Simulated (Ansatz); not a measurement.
Abridged output of a molecular run in Ansatz:

```
Functional definition: HF
1701 factors; integrals over basis functions are off by at most 9.5e-4 eV
mean field evaluation 1: about -16129.4069 eV, gradient 5.4e1 eV
mean field evaluation 2: about -16129.7740 eV, gradient 5.4e1 eV
mean field evaluation 4: about -16135.3928 eV, gradient 5.0e0 eV
mean field evaluation 8: about -16135.4911 eV, gradient 5.7e-1 eV
mean field evaluation 16: about -16135.4932 eV, gradient 3.0e-6 eV
mean field -16135.49316041 eV, -592.9684366151 hartree, gradient 3.0e-6 eV, S^2 0.000000; 0 other end points of the search recorded, 0 dependent functions left out
10 core orbitals not correlated: weight in the atoms' cores, before any rotation towards them, 1.000 or more for the frozen orbitals, at most 0.000 for the correlated occupied ones
reference -16135.49316041 eV, -592.9684366151 hartree; 18, 18 occupied and 253, 253 virtual orbitals, 1701 factors
second order -31.25081005 eV of doubles, -0.00000000 eV of singles
cycle   1  -31.17472120 eV  change    7.6e-2 eV  update   1.3e-1
cycle   2  -31.94957021 eV  change   -7.7e-1 eV  update   3.9e-2
cycle   3  -32.15109501 eV  change   -2.0e-1 eV  update   2.1e-2
cycle   4  -32.12976515 eV  change    2.1e-2 eV  update   5.1e-3
cycle   5  -32.12784906 eV  change    1.9e-3 eV  update   2.4e-3
cycle   6  -32.12969696 eV  change   -1.8e-3 eV  update   7.4e-4
cycle   7  -32.12939356 eV  change    3.0e-4 eV  update   2.8e-4
cycle   8  -32.12922917 eV  change    1.6e-4 eV  update   8.6e-5
cycle   9  -32.12925695 eV  change   -2.8e-5 eV  update   3.4e-5
perturbative correction -1.25349719 eV, -0.0460651721 hartree
Total energy: -16168.87591456 eV, -594.1952302023 hartree
```

Its atoms:

Cartesian coordinates in Å:
```
C 0.158 -1.017 -1.851
O 0.515 -0.587 -0.555
Si -0.236 0.585 0.292
O -1.712 0.203 0.873
C 0.857 0.805 1.854
O 0.360 0.565 2.931
H 1.001 -1.563 -2.276
H -0.075 -0.169 -2.505
H -0.710 -1.681 -1.813
H -0.376 1.792 -0.561
H -1.706 -0.048 1.803
H 1.925 1.115 1.807
```

(1) Which basis set was used?
A. def2-TZVPP
B. def2-SVPD
C. cc-pV(Q+d)Z
D. def2-QZVPP

(2) Write the keys of the input that set method, charge and spin (a neutral closed shell needs none for the last two).

Results:

(1) A. It gives 281 functions.

(2) 
```yaml
correlation: {method: ccsd_t}
```
